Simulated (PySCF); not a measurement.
Spectrum to structure. The calculation used TDDFT wB97X-D/def2-SVPD, vertical, gas phase, core orbitals frozen in the response (PySCF 2.14.0, density-fitted response routines). Geometries: PBE0-D3(BJ)/def2-SVP, one conformer each.

```
state  E (eV)  λ (nm)       f
   S1    3.63   341.9  0.0083
   S2    5.23   236.9   0.476
   S3    5.93   209.2  0.0005
   S4    6.27   197.9   0.392
   S5    6.29   197.2  0.0001
   S6    6.30   196.7  0.0063
```

**Question.** Which candidate is it? All have the formula C7H5Cl3.
A. `ClC(Cl)(C1C=CC(=C)C=1)Cl`
B. `C#C[C@H]1CC=C1C(Cl)(Cl)Cl`
C. `C1(C(=C)C=C(C=1)C(Cl)Cl)Cl`

**Answer.** A. Its S1 lies at 3.63 eV; the nearest of the others has S1 at 3.34 eV. S1 is HOMO→LUMO (99%). Löwdin shares by element: HOMO carbon 84% or more (atoms not listed hold the other 16%); LUMO carbon 65% or more (atoms not listed hold the other 35%). At the same level the other candidates give, for their lowest levels:
- `C#C[C@H]1CC=C1C(Cl)(Cl)Cl`: 6.25 eV (f 0.068); 6.34 eV (f 0.094); 6.36 eV (f 0.034); 6.42 eV (f 0.002); 6.47 eV (f 0.003); HOMO -9.66, LUMO 0.57 eV
- `C=C1C=C(C(Cl)Cl)C=C1Cl`: 3.34 eV (f 0.022); 5.22 eV (f 0.429); 5.71 eV (f 0.000); 6.25 eV (f 0.002); 6.29 eV (f 0.000); HOMO -8.59, LUMO -0.96 eV

Shape of the structure used: `[CH2:1]=[C:2]1[CH:3]=[CH:4][C:5]([C:6]([Cl:7])([Cl:8])[Cl:9])=[CH:10]1`: C4–C5–C6–Cl7 59°.
